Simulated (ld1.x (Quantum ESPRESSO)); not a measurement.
# Building the ultrasoft potential for Ru (Z = 44) (PBE, fully relativistic).

ld1.x (Quantum ESPRESSO) 7.5 was run on this input:

```
&input
   title='Ru', zed=44., rel=2, dft='PBE', iswitch=3,
   config='[Kr] 4d7 5s1 5p0', rel_dist='average',
   nld=5, rlderiv=3.60, eminld=-2.0, emaxld=5.0, deld=0.02
 /
 &inputp
   pseudotype=3, tm=.true., lloc=-2, rcloc=1.80,
   nlcc=.true., rcore=1.25,
   which_augfun='PSQ', rmatch_augfun_nc=.true.,
   file_pseudopw='Ru.UPF', file_wfcaegen='ae.wfc', file_wfcncgen='nc.wfc', file_beta='beta', file_chi='chi', file_wfcusgen='us.wfc'
 /
6
5S  1  0   1.00   0.00  2.35  3.15  0.0
5S  1  0   0.00   0.05  2.35  3.15  0.0
5P  2  1   0.00   0.00  3.00  3.30  0.0
5P  2  1   0.00   0.60  3.00  3.30  0.0
4D  3  2   7.00   0.00  1.65  1.80  0.0
4D  3  2   0.00   0.80  1.65  1.80  0.0
 &test
   configts(1)='4d7 5s1 5p0'
 /
```

Command:

```bash
ld1.x < Ru.in > Ru.out
```

Output (shortened: banner, matrices, multipoles, cross overlaps and the repeated all-electron block are left out):

```
Program LD1 v.7.5
     --------------------------- All-electron run ----------------------------

     Ru
     dirac relativistic calculation

     atomic number is 44.00
     dft =PBE   lsd =0 sic =0 latt =0  beta=0.20 tr2=1.0E-14
     Exchange-correlation= PBE
                           (   1   4   3   4   0   0   0)
     mesh =1233 r(mesh) = 101.06970 a.u. xmin = -7.00 dx = 0.01250
     1 Ry =  13.60569312 eV, c = 137.03599908

     n l j   nl                  e(Ry)          e(Ha)          e(eV)
     Spin orbit split results
     1 0 0.5 1S 1( 2.00)     -1611.5423      -805.7711    -21926.1494
     2 0 0.5 2S 1( 2.00)      -231.6535      -115.8268     -3151.8065
     2 1 0.5 2P 1( 2.00)      -214.0448      -107.0224     -2912.2275
     2 1 1.5 2P 1( 4.00)      -204.4220      -102.2110     -2781.3025
     3 0 0.5 3S 1( 2.00)       -40.7966       -20.3983      -555.0661
     3 1 0.5 3P 1( 2.00)       -33.9664       -16.9832      -462.1366
     3 1 1.5 3P 1( 4.00)       -32.3337       -16.1669      -439.9230
     4 0 0.5 4S 1( 2.00)        -5.6101        -2.8051       -76.3299
     4 1 0.5 4P 1( 2.00)        -3.5804        -1.7902       -48.7133
     4 1 1.5 4P 1( 4.00)        -3.3320        -1.6660       -45.3346
     3 2 1.5 3D 1( 4.00)       -20.2481       -10.1241      -275.4900
     3 2 2.5 3D 1( 6.00)       -19.9301        -9.9650      -271.1624
     4 2 1.5 4D 1( 2.80)        -0.3967        -0.1984        -5.3979
     4 2 2.5 4D 1( 4.20)        -0.3731        -0.1865        -5.0762
     5 0 0.5 5S 1( 1.00)        -0.3116        -0.1558        -4.2397
     5 1 0.5 5P 1( 0.00)        -0.0723        -0.0361        -0.9835
     5 1 1.5 5P 1( 0.00)        -0.0648        -0.0324        -0.8817
     Averaged results
     1 0     1S 1( 2.00)     -1611.5423      -805.7711    -21926.1494
     2 0     2S 1( 2.00)      -231.6535      -115.8268     -3151.8065
     2 1     2P 1( 6.00)      -207.6296      -103.8148     -2824.9442
     3 0     3S 1( 2.00)       -40.7966       -20.3983      -555.0661
     3 1     3P 1( 6.00)       -32.8780       -16.4390      -447.3275
     4 0     4S 1( 2.00)        -5.6101        -2.8051       -76.3299
     4 1     4P 1( 6.00)        -3.4148        -1.7074       -46.4608
     3 2     3D 1(10.00)       -20.0573       -10.0286      -272.8934
     4 2     4D 1( 7.00)        -0.3826        -0.1913        -5.2049
     5 0     5S 1( 1.00)        -0.3116        -0.1558        -4.2397
     5 1     5P 1( 0.00)        -0.0673        -0.0336        -0.9156

     final scf error:  5.0E-15 reached in  26 iterations

     Etot =   -9063.085871 Ry,   -4531.542936 Ha, -123309.565114 eV

     Ekin =    9431.349920 Ry,    4715.674960 Ha,  128320.052744 eV
     Encl =  -21925.106992 Ry,  -10962.553496 Ha, -298306.277426 eV
     Eh   =    3697.973749 Ry,    1848.986875 Ha,   50313.496006 eV
     Exc  =    -267.302548 Ry,    -133.651274 Ha,   -3636.836438 eV

     normalization and overlap integrals

     s(1S/1S) =  1.000000  <r> =   0.0334  <r2> =    0.0015  r(max) =   0.0216
     s(2S/2S) =  1.000000  <r> =   0.1453  <r2> =    0.0250  r(max) =   0.1229
     s(2P/2P) =  1.000000  <r> =   0.1236  <r2> =    0.0188  r(max) =   0.0957
     s(2P/2P) =  1.000000  <r> =   0.1284  <r2> =    0.0201  r(max) =   0.0993
     s(3S/3S) =  1.000000  <r> =   0.4024  <r2> =    0.1855  r(max) =   0.3600
     s(3P/3P) =  1.000000  <r> =   0.3956  <r2> =    0.1822  r(max) =   0.3467
     s(3P/3P) =  1.000000  <r> =   0.4063  <r2> =    0.1920  r(max) =   0.3600
     s(4S/4S) =  1.000000  <r> =   1.0190  <r2> =    1.1775  r(max) =   0.9193
     s(4P/4P) =  1.000000  <r> =   1.1075  <r2> =    1.4077  r(max) =   0.9664
     s(4P/4P) =  1.000000  <r> =   1.1387  <r2> =    1.4888  r(max) =   0.9909
     s(3D/3D) =  1.000000  <r> =   0.3821  <r2> =    0.1749  r(max) =   0.2984
     s(3D/3D) =  1.000000  <r> =   0.3856  <r2> =    0.1780  r(max) =   0.3022
     s(4D/4D) =  1.000000  <r> =   1.6853  <r2> =    3.5641  r(max) =   1.2102
     s(4D/4D) =  1.000000  <r> =   1.7140  <r2> =    3.6972  r(max) =   1.2255
     s(5S/5S) =  1.000000  <r> =   3.3897  <r2> =   13.3312  r(max) =   2.7273
     s(5P/5P) =  1.000000  <r> =   5.1717  <r2> =   32.1536  r(max) =   3.8221
     s(5P/5P) =  1.000000  <r> =   5.3850  <r2> =   34.8652  r(max) =   4.0181

     ------------------------ End of All-electron run ------------------------

     --------------------- Generating US pseudopotential ---------------------

      Generating local potential from pseudized AE potential:
      Matching radius rcloc =   1.8000
      Enforcing V''(0)=0 (lloc=-2)

      Local pseudo, rcloc= 1.805 Estimated cut-off energy=     9.99 Ry

      Computing core charge for nlcc:

       r > 1.26 : true rho core
       r < 1.26 : rho core = a sin(br)/r    a=   9.27  b=   2.01

      Integrated core pseudo-charge :   8.52

     Fully relativistic calculation: |psi|^2

     Wfc 5S LC norm =  0.99996767 SC norm =  0.00003111 missing  0.00000121

     Wfc 5P LC norm =  0.99998714 SC norm =  0.00001276 missing  0.00000010

     Wfc 5P LC norm =  0.99998825 SC norm =  0.00000971 missing  0.00000204

     Wfc 4D LC norm =  0.99985506 SC norm =  0.00014493 missing  0.00000001

     Wfc 4D LC norm =  0.99985889 SC norm =  0.00014070 missing  0.00000041
      Wfc-us  5S rcutus= 3.129  Estimated cut-off energy=     4.73 Ry
      Wfc-us  5S rcutus= 3.129  Estimated cut-off energy=     5.48 Ry
      Wfc-us  5P rcutus= 3.290  Estimated cut-off energy=     6.76 Ry
      Wfc-us  5P rcutus= 3.290  Estimated cut-off energy=     6.72 Ry
      Wfc-us  5P rcutus= 3.290  Estimated cut-off energy=     8.04 Ry
      Wfc-us  5P rcutus= 3.290  Estimated cut-off energy=     7.90 Ry
      Wfc-us  4D rcutus= 1.805  Estimated cut-off energy=    35.32 Ry
      Wfc-us  4D rcutus= 1.805  Estimated cut-off energy=    35.27 Ry
      Wfc-us  4D rcutus= 1.805  Estimated cut-off energy=    42.90 Ry
      Wfc-us  4D rcutus= 1.805  Estimated cut-off energy=    42.34 Ry

     Q pseudized with Bessel functions
     Expected ecutrho=     153.6923 due to l1=  2   l2=  2

     ------------------- End of pseudopotential generation -------------------

     Computing logarithmic derivative in   3.61315
     Computing logarithmic derivative in   3.61315
     Computing the partial wave expansion
     R is outside the sphere for l=    0 j= 0.50
     R is outside the sphere for l=    0 j= 0.50
     R is outside the sphere for l=    1 j= 0.50
     R is outside the sphere for l=    1 j= 0.50
     R is outside the sphere for l=    1 j= 1.50
     R is outside the sphere for l=    1 j= 1.50
     R is outside the sphere for l=    2 j= 1.50
     R is outside the sphere for l=    2 j= 1.50
     R is outside the sphere for l=    2 j= 2.50
     R is outside the sphere for l=    2 j= 2.50

     ---------------------- Testing the pseudopotential ----------------------

     Ru
     dirac relativistic calculation

     atomic number is 44.00   valence charge is  8.00
     dft =PBE   lsd =0 sic =0 latt =0  beta=0.20 tr2=1.0E-14
     mesh =1233 r(mesh) = 101.06970 xmin = -7.00 dx = 0.01250

     n l  j  nl             e AE (Ry)       e PS (Ry)    De AE-PS (Ry)
     3 2 1.5 4D   1( 2.80)       -0.39674       -0.39674       -0.00000
     3 2 2.5 4D   1( 4.20)       -0.37309       -0.37310        0.00000
     1 0 0.5 5S   1( 1.00)       -0.31161       -0.31161        0.00000
     2 1 0.5 5P   1( 0.00)       -0.07229       -0.07229       -0.00000
     2 1 1.5 5P   1( 0.00)       -0.06480       -0.06480        0.00000

     eps = 7.5E-15  iter =  3

     Etot =   -9063.085871 Ry,   -4531.542936 Ha, -123309.565114 eV
     Etotps =   -45.067232 Ry,     -22.533616 Ha,    -613.170925 eV

     Ekin =      25.567565 Ry,      12.783783 Ha,     347.864445 eV
     Encl =     -77.446129 Ry,     -38.723065 Ha,   -1053.708271 eV
     Ehrt =      31.540048 Ry,      15.770024 Ha,     429.124213 eV
     Ecxc =     -20.976315 Ry,     -10.488158 Ha,    -285.397310 eV
     (Ecc =     -11.475643 Ry,      -5.737822 Ha,    -156.134082 eV)
     Epseu=      -3.752400 Ry,      -1.876200 Ha,     -51.054001 eV

     ---------------------- End of pseudopotential test ----------------------
```

Generation and configuration tests took about 1.9 s on one core of a shared server CPU.
